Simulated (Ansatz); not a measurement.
Relaxation of C₃H₁₀N₂Si (16 atoms, charge 0, multiplicity 1), to a largest force component of 0.015 eV/Å in at most 40 steps.

Computed with RKS PBE0-D4/STO-3G (Ansatz).

```xyz
16
Properties=species:S:1:pos:R:3:forces:R:3
C 0.512 -1.078 1.436 -3.28 4.60 1.45
C 0.200 -0.683 -0.045 0.47 -0.55 2.41
N 1.368 -0.924 -0.842 2.71 -1.91 -2.44
N 0.012 0.751 -0.192 0.72 0.93 0.44
C -0.575 1.122 -1.509 -2.00 0.66 1.62
Si -1.570 1.507 0.020 -0.33 0.06 1.33
H 1.313 -0.440 1.850 -0.03 -0.24 -0.33
H 0.766 -2.075 1.521 0.66 -3.09 0.20
H -0.422 -0.841 2.080 1.72 -0.79 -1.04
H -0.604 -1.317 -0.400 -1.20 -0.64 -0.42
H 1.900 -0.043 -0.791 0.38 0.90 0.00
H 2.011 -1.599 -0.347 -0.42 -0.08 -0.12
H -1.026 0.396 -2.164 0.23 -0.75 -0.74
H -0.127 1.987 -1.948 0.69 0.66 -0.99
H -2.473 0.439 0.581 0.41 1.37 -0.67
H -1.308 2.775 0.793 -0.73 -1.15 -0.70
```

Problem. Where does it end, and by what steps?

Solution. The run converged. The force dipped under the threshold on the way, but the program's further checks kept it going. Limits of this set-up: minimal basis. After 10 steps the energy has fallen by 1.062 eV; H12 moved furthest, 0.59 Å.

```tsv
step	energy less start (eV)	largest force component (eV/Å)	accepted
0	0.0000	4.600	yes
1	-0.9064	1.131	yes
2	-1.0199	0.307	yes
3	-1.0403	0.174	yes
4	-1.0495	0.448	yes
5	-1.0553	0.344	yes
6	-1.0603	0.108	yes
7	-1.0607	0.095	yes
8	-1.0614	0.024	yes
9	-1.0615	0.010	yes
10	-1.0616	0.007	yes
```

```xyz
16
Properties=species:S:1:pos:R:3
C 0.590 -0.966 1.483
C 0.286 -0.618 -0.003
N 1.396 -0.966 -0.967
N 0.090 0.878 -0.107
C -0.628 1.238 -1.420
Si -1.612 1.431 0.096
H 1.463 -0.399 1.831
H 0.794 -2.039 1.592
H -0.266 -0.711 2.120
H -0.599 -1.210 -0.331
H 2.212 -0.385 -0.629
H 1.688 -1.946 -0.695
H -0.829 0.408 -2.109
H -0.179 2.097 -1.931
H -2.643 0.459 0.367
H -1.786 2.705 0.748
```

Whether the end is a true minimum wasn't checked by a vibrational analysis.

Run time: 59 s on 1 thread of Intel(R) Xeon(R) Platinum 8259CL CPU @ 2.50GHz (Skylake/Cascade Lake) (shared host), peak memory 0.15 GiB.
